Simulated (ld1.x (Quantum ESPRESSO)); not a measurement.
**Building the ultrasoft potential for titanium (Ti) (LDA (PZ), scalar-relativistic).**

* Element: Ti (Z = 22)
* Generator: ld1.x (Quantum ESPRESSO) 7.5
* Type: ultrasoft
* Functional: LDA (PZ)
* Relativity: scalar-relativistic
* Frozen core: [Ne]
* Valence charge: 12
* Reference configuration: 3s2 3p6 3d2 4s2 4p0
* Partial waves: 3s (bound): rcut 1.35, rcutus 1.50 bohr; 4s (bound): rcut 1.35, rcutus 1.50 bohr; 3p (bound): rcut 1.50, rcutus 1.65 bohr; 4p (bound, empty): rcut 1.50, rcutus 1.65 bohr; 3d (bound): rcut 2.15, rcutus 2.80 bohr; 3d channel at 0.5 Ry: rcut 2.15, rcutus 2.80 bohr
* Local potential: all-electron potential smoothed inside 1.15 bohr (lloc = -2)
* Core correction: none
* Augmentation charge: PSQ, inside the norm-conserving radii

All-electron outer shells of the reference configuration (LDA (PZ), scalar-relativistic, ld1.x):

| shell | level (eV) | outermost node (bohr) | outermost maximum (bohr) |
| --- | --- | --- | --- |
| 2s | -535.48 | 0.09 | 0.27 |
| 2p | -443.98 | – | 0.22 |
| 3s | -62.26 | 0.40 | 0.87 |
| 3p | -38.78 | 0.37 | 0.90 |
| 4s | -4.60 | 1.25 | 2.88 |
| 3d | -4.46 | – | 0.97 |
| 4p | -1.54 | 1.39 | 3.80 |

What the tests gave:

- Largest excitation error: +88 meV (all-electron minus pseudo) for 3s2 3p6 3d1 4s2 4p0, out of 7 test configurations
- Lowest eigenvalue of the overlap operator: -1.64 (p channel); it is negative, so in a basis up to 400 Ry S is not positive definite and the file is unfit for use
- Density cutoff estimated by the generator: 194 Ry

The ghost test of this file was not conclusive. Its overlap operator is not positive definite in a basis up to 400 Ry (lowest eigenvalue s -0.08, p -1.64, d -0.61), so the file is unfit for use: the generalised eigenproblem breaks down once the basis is large enough, and its test numbers describe a broken file.

Generation and tests took about 2 s on one core of a shared server CPU.
